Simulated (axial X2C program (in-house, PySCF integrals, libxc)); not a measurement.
**CSeO: properties at the nuclei**

Computed with an in-house all-electron X2C program for linear molecules (integrals from PySCF): two-component X2C with atomic mean-field Coulomb and Gaunt terms, Gaussian nuclei, basis C dyall-v3z, Se dyall-v3z, O dyall-av3z with contracted cores.

C–Se–O held linear, with bonds 1.677 and 1.640 Å (near the PBE0 minimum at charge 0 of the determinant lowest at the starting distance; the state shown can have its own minimum elsewhere, held linear; other orders of the atoms were not compared).

Determinant lowest in the PBE0 search, Ω = 0 (closed shell), highest spinor 36% C p, 36% O p, 15% Se p:

```
 level  qzz C (a.u.)  qzz Se (a.u.)  qzz O (a.u.)  μ (D)
  PBE0          0.19           0.65          2.38  -0.69
    HF         -0.13          -1.13          3.26  -0.97
r2SCAN          0.24           1.21          2.23  -0.56
```

Determinant 2.01 eV from it at PBE0 and this distance, Ω = 2 (⟨Sz⟩ = 1.00, ⟨Lz⟩ = 1.00 at PBE0), spin on the atoms C 0.36, Se 0.15, O 0.49:

| level | Eeff magnitude (GV/cm) | Ws magnitude Se (kHz) | A∥/gI C (MHz) | qzz C (a.u.) | A∥/gI Se (MHz) | qzz Se (a.u.) | A∥/gI O (MHz) | qzz O (a.u.) | μ (D) |
| --- | --- | --- | --- | --- | --- | --- | --- | --- | --- |
| PBE0 | 1.8 | 0.433 | 40.6 | -0.72 | 425 | -0.38 | 171 | 0.07 | -0.31 |
| HF | 2.64 | 0.62 | 68.2 | -0.95 | 280 | 1.05 | 253 | -0.01 | 0.29 |
| r2SCAN | 1.67 | 0.406 | 40.9 | -0.71 | 440 | -0.33 | 162 | 0.04 | -0.26 |

Eeff is the effective electric field on the electron electric dipole moment in this Ω state and Ws the scalar–pseudoscalar constant of the nucleus named (defined with the proton number Z and per Ω); A∥ (defined per Ω) follows by multiplying with gI = μI/(I μN); qzz is the electric field gradient, eQq0 = 234.96 MHz × Q/barn × qzz; μ is positive if the O end (last atom) is positive. The operators were transformed with the bare-nucleus X2C matrices; with these basis sets, hyperfine constants and field gradients can be off by tens of per cent, and where levels differ in sign neither size nor sign is settled.

Task: With Q(17O) = -0.02558 barn (Q from Pyykkö, Mol. Phys. 2018), turn the PBE0 values of the first state into constants in MHz.

Result: eQq0(17O) = 234.96 × (-0.02558) × (2.38) = -14.3 MHz.

The molecule was held linear; bending was not examined, so a bent shape may lie lower.

Each state is one determinant with collinear spin, which with several unpaired electrons need not be a pure state. Unrestricted Hartree–Fock can overshoot spin polarisation at the nuclei. With several open shells hyperfine constants can be off by a factor of several. Open-shell Ω = 0 determinants with evenly filled partner blocks cannot be reached by this program, so the Ω shown need not be the lowest component. The search compared states at one distance, so a state with another bond length can lie lower. PBE0 term energies can be off by some tenths of an eV.
